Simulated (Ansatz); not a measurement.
`[Cl][Al]1[CH2][SiH2]1`. Charge 0, multiplicity 1.

Cartesian coordinates in Å:
```
Cl -3.174 -1.270 0.702
Al -1.287 -0.423 0.425
C 0.225 -0.461 -0.778
Si 0.644 0.840 0.600
H 0.341 -0.198 -1.828
H 0.777 -1.392 -0.582
H 1.905 0.668 1.373
H 0.569 2.236 0.088
```

(1) What are the harmonic wavenumbers in cm⁻¹ at PBE0-D4/def2-TZVP (Ansatz, finite differences of forces, unscaled)? (Estimate.)

(2) Is this a minimum?

(3) Give the ideal-gas thermochemistry at 298.15 K and 1 bar (rigid rotor, harmonic oscillator; point group C1, symmetry number 1).

(4) And at 400, 500, 600, 800 and 1000 K?

## Answers

(1) Ansatz gave: 101, 134, 195, 330, 382, 480, 573, 597, 671, 775, 849, 863, 927, 1342, 2198, 2215, 3033, 3151.

(2) Yes, all 18 modes are real.

(3) Zero-point energy 112.5 kJ/mol; H(298) − E = 132.1 kJ/mol; entropy 336.4 J/(mol·K), of which translation 167.1, rotation 112.8, vibration 56.5; G(298) − E = 31.8 kJ/mol.

(4) 
```
T (K)  H − E (kJ/mol)  S (J/mol/K)  G − E (kJ/mol)
  400           142.9        367.6            -4.1
  500           154.8        394.1           -42.2
  600           167.7        417.5           -82.9
  800           195.4        457.3          -170.5
 1000           225.1        490.5          -265.3
```
